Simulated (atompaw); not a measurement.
How hard is this La (Z = 57) PAW (atompaw) potential?

* Element: lanthanum
* Generator: atompaw 4.2.0.5
* Type: PAW
* Functional: LDA (PW92)
* Relativity: scalar-relativistic
* Frozen core: [Xe]
* Valence charge: 3
* Reference configuration: 4f0 5d1 6s2 6p0
* Partial waves: 6s (bound): rc 2.95 bohr; 6s channel at 3.65 Ry: rc 3.00 bohr; 6p (bound, empty): rc 3.00 bohr; 6p channel at 1.6 Ry: rc 3.00 bohr; 5d (bound): rc 3.00 bohr; 5d channel at 0.25 Ry: rc 3.00 bohr; 4f (bound, empty): rc 1.75 bohr; 4f channel at 0.5 Ry: rc 1.75 bohr
* Local potential: bessel scheme, radius 2.60 bohr
* Core correction: smooth core density matched at 2.55 bohr
* Augmentation charge: besselshape compensation charge, radius 2.30 bohr; PAW radius 3.00 bohr; waves and projectors: modrrkj vanderbiltortho

The pseudo-atom Hamiltonian at the reference potential is diagonalised in spherical Bessel functions j_l(qr) that vanish at 20 bohr, with q² up to the cutoff. All-electron valence levels (Ry): 6s -0.2803, 6p -0.1038, 5d -0.2355, 4f -0.3371.

Question: How do the lowest levels (Ry) of each channel move with the cutoff, and are there ghosts?

Answer:

```tsv
cutoff (Ry)	s #1	s #2	p #1	p #2	d #1	d #2	f #1	Σ f·Δε (mRy)
8	-4.7312	-0.2800	-1.5282	-0.1035	-0.2345	0.0419	0.0912	1.5
10	-4.7546	-0.2802	-1.7183	-0.1036	-0.2354	0.0419	0.0912	0.3
12	-4.7573	-0.2802	-1.7833	-0.1037	-0.2354	0.0418	0.0911	0.1
15	-4.7655	-0.2802	-1.7889	-0.1037	-0.2354	0.0417	0.0906	0.1
400	-4.7718	-0.2803	-1.8076	-0.1038	-0.2355	0.0412	-0.3371	0.0
```

Result: ghost states, extra bound levels that the all-electron valence spectrum of the same l lacks: s at -64.9 eV, p at -24.6 eV (a true bound ghost makes a file unfit for plane-wave use); 10 mRy is reached at 8 Ry and 1 mRy at 10 Ry.

The cutoffs count occupied waves only; the empty 4f level needs 35 Ry at the loose tolerance.
